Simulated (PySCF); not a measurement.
Numbering as in the mapped SMILES `[CH:1]#[C:2][c:3]1[cH:4][cH:5][n:6][c:7]([C:8]#[CH:9])[cH:10]1`; H(Xn) means a hydrogen on atom n.

Geometry: GFN2-xTB; GIAO shifts from PySCF 2.14.0 with density-fitted response routines, gas phase, non-relativistic, averaged over equivalent atoms.

At PBE0/def2-SVP (165 basis functions, of the order of 80 core-seconds):
| atoms | δ (ppm) |
| --- | --- |
| C5 | 147.6 |
| C7 | 141.6 |
| C10 | 132.0 |
| C3 | 128.9 |
| C4 | 124.6 |
| C1 | 86.2 |
| C8 | 82.3 |
| C9 | 80.9 |
| C2 | 80.5 |
| N6 | 343.5 |
| H(C5) | 8.61 |
| H(C10) | 7.70 |
| H(C4) | 7.23 |
| H(C1) | 2.80 |
| H(C9) | 2.52 |

Referencing at the same level of theory: TMS for 13C (σref 196.16) and 1H (σref 31.81); 15N (σref 271.96) against NH3.

Predict the values at PBE0/pcSseg-1 on the same geometry.

Results:


| atoms | δ at PBE0/pcSseg-1 | change |
| --- | --- | --- |
| C5 | 155.6 | +8.0 |
| C7 | 147.7 | +6.1 |
| C10 | 138.6 | +6.6 |
| C3 | 135.1 | +6.2 |
| C4 | 131.2 | +6.6 |
| C1 | 93.0 | +6.8 |
| C8 | 88.0 | +5.7 |
| C9 | 87.5 | +6.6 |
| C2 | 86.8 | +6.3 |
| N6 | 366.9 | +23.4 |
| H(C5) | 8.94 | +0.33 |
| H(C10) | 7.86 | +0.16 |
| H(C4) | 7.46 | +0.23 |
| H(C1) | 3.06 | +0.26 |
| H(C9) | 2.81 | +0.29 |

References, each an isolated molecule treated in the same way: 13C (σref 186.93) and 1H (σref 31.72) vs TMS; 15N (σref 267.73) vs NH3.

The largest change is at N6 (pyridine-type ring nitrogen). Cost: 195 basis functions, about 70 core-seconds. The order of the carbon signals is the same at both levels.

Experimental scales use liquid or dissolved standards, which lie at an offset from isolated NH3 (liquid NH3: subtract about 20 ppm). Unscaled 15N shifts of sp2 nitrogen come out 20 to 40 ppm too high even then.
